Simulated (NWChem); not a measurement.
**Basis-set convergence for ClIn**

```xyz
2

In     0.0000     0.0000    -0.6307
Cl     0.0000     0.0000     1.8179
```
Charge 0, spin multiplicity 1.

All runs are NWChem calculations. All single points use one geometry, from PBE/def2-SVP with def2 effective core potentials on In, a minimum by its harmonic frequencies.

Quantity: vertical ionisation energy at the level ΔMP2 (Δ: difference of total energies, the cation a doublet at the parent's geometry with its hole in an orbital of symmetry b2 (C2v labels); it is the state that the SCF runs reached, from PBE0 orbitals for Hartree-Fock references, and need not be the lowest).

Effective core potentials replace the inner electrons of In; spin-orbit coupling is left out. The correlated methods keep 9 core orbitals frozen. The structure started from a generated list of species. The stability of the SCF solutions was not checked. Open-shell Hartree-Fock references start from PBE0 orbitals; any time given for them includes that run.

Relative cost: rough, from shared machines, SCF included, def2-SVP = 1.

Problem. In def2-QZVP the value is 10.66 eV. Among def2-SVP, def2-SVPD, def2-TZVP, def2-TZVPP, def2-TZVPD, which is the smallest basis within 0.1 eV of it?

Solution. def2-SVPD, with 59 functions against 152 and about 7 % of the time (also within reach: def2-TZVPD). def2-QZVP isn't the basis-set limit itself, and a small set can land close by cancellation.

```csv
basis,functions,vertical ionisation energy (eV),relative cost
def2-SVP,44,10.20,1
def2-SVPD,59,10.61,under 3
def2-TZVP,87,10.54,3
def2-TZVPP,92,10.54,under 3
def2-TZVPD,102,10.57,4
def2-QZVP,152,10.66,20
```
